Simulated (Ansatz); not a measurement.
Born–Oppenheimer molecular dynamics of ClFH3Sn (6 atoms, charge 0, multiplicity 2). It starts at the highest image of a converged band. Of that band: Neighbouring images differ by up to 2.2 eV, so the band resolves the path poorly. A vibrational analysis at the climbing image gives one clearly imaginary mode, 158i cm⁻¹: a first-order saddle point.

Method: UHF/def2-SVP (Ansatz 0.2.0).

```
ensemble                      : NVE (velocity Verlet)
time step                     : 0.5 fs
steps asked                   : 200
starting velocities drawn for : 300 K
seed                          : 8172
```

First frame:

```xyz
6
Properties=species:S:1:pos:R:3
Sn -0.005 0.000 -0.192
Cl 0.011 0.000 3.010
H 1.622 0.000 -0.710
H -0.822 1.411 -0.700
H -0.822 -1.411 -0.701
F 0.018 0.000 4.675
```

(1) How far do the bonds stretch over the last three quarters of this one trajectory? (Pairs bonded in most of those frames.)

Answers

(1) 
```tsv
bond	mean (Å)	spread (Å)	shortest	longest
Sn1–Cl2	2.647	0.477	1.97	3.24
Sn1–H3	1.704	0.026	1.67	1.76
Sn1–H4	1.704	0.010	1.69	1.72
Sn1–H5	1.711	0.037	1.65	1.79
```

Pairs bonded in part of these frames only: Sn1–Cl2 65 %, Cl2–F6 19 %.

Mean temperature of the second half: 3987 K. The conserved energy stayed within 0.14 meV per atom of its start (net change -0.1 meV per atom), so the integration is sound. The kinetic energy rose, since the run started high on the potential surface and went downhill. It ends in pieces (ClH3Sn + F), so much of that is their flight and rotation, not heat. A run of 0.1 ps of so small a system gives no equilibrium averages.

Run time: 8.6 min on 1 thread of AMD EPYC 7R43 64-Core Processor (Zen 3) (shared host), peak memory 0.24 GiB.
